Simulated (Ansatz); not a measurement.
Basis sets compared for diphenyliodonium chloride, `[Cl-].c1ccc([I+]c2ccccc2)cc1`. The state is a singlet with charge 0. Geometry r2SCAN-D4/def2-SVP. Ansatz on 4 threads of Arm Neoverse V2 on a shared host; times are rough, and most runs start from earlier orbitals.

```xyz
24

Cl    0.839    0.644   -1.929
C    -1.918   -3.944   -2.196
C    -2.581   -3.401   -1.093
C    -2.004   -2.340   -0.380
C    -0.770   -1.860   -0.805
I     0.125   -0.380    0.586
C     0.838    1.659    1.122
C     0.150    2.200    2.203
C     0.615    3.409    2.742
C     1.736    4.034    2.191
C     2.399    3.461    1.100
C     1.947    2.259    0.543
C    -0.091   -2.367   -1.905
C    -0.679   -3.432   -2.597
H    -2.373   -4.767   -2.754
H    -3.556   -3.790   -0.785
H    -2.520   -1.907    0.483
H    -0.731    1.707    2.626
H     0.086    3.860    3.586
H     2.091    4.981    2.608
H     3.278    3.952    0.670
H     2.423    1.808   -0.331
H     0.856   -1.924   -2.222
H    -0.160   -3.859   -3.461
```

In the def2 sets I takes a core potential; there is no spin–orbit coupling.

Binding counts from free atoms (Cl doublet, C triplet, I doublet, H doublet) in the same basis, without a counterpoise term.

| level | functions | energy (Eh) | HOMO (eV) | LUMO (eV) | binding per atom (eV) | wall time |
| --- | --- | --- | --- | --- | --- | --- |
| PBE-D4/def2-SVP | 262 | -1219.8531 | -5.50 | -3.89 | 4.99 | 6.5 s |
| PBE0-D4/def2-SVP | 262 | -1219.9445 | -6.54 | -3.31 | 4.86 | 11 s |

Estimate the rows for PBE-D4/def2-TZVP (with forces), PBE0-D4/def2-TZVP.


```
                         level  functions  energy (Eh)  HOMO (eV)  LUMO (eV)  binding per atom (eV)  wall time
PBE-D4/def2-TZVP (with forces)        519   -1220.5172      -5.72      -4.00                   4.93       20 s
             PBE0-D4/def2-TZVP        519   -1220.6007      -6.67      -3.37                   4.80       41 s
```
